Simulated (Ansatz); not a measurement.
Total energies of Ge(NMe2)H3 (C₂H₉GeN) from Ansatz at PBE-D4/def2-TZVP, gas phase (1 Eh = 27.2114 eV = 2625.5 kJ/mol). The reference geometry is relaxed at PBE-D4/def2-SVP.

```
                 state   geometry  energy (Eh)
      charge 0 singlet  reference  -2212.91511
      charge 1 doublet  reference  -2212.61899
free Ge atom (triplet)          –  -2076.60177
 free N atom (quartet)          –    -54.53214
 free C atom (triplet)          –    -37.79597
 free H atom (doublet)          –     -0.49962
```

Problem. Work out the vertical ionisation energy to the doublet.

Solution. E(charge 1 doublet) − E(charge 0 singlet) = -2212.61899 − (-2212.91511) = 0.29612 Eh = 8.06 eV. For comparison, −ε of the highest occupied level is 4.90 eV at this level, 3.16 eV less.

Problem. What is the binding energy per atom against free atoms?

Solution. Atoms: 1 × (-2076.60177) + 1 × (-54.53214) + 2 × (-37.79597) + 9 × (-0.49962) = -2211.22243 Eh. Binding: -2211.22243 − (-2212.91511) = 1.69268 Eh = 46.06 eV, or 3.54 eV for each of 13 atoms (no zero-point energy, no counterpoise term).
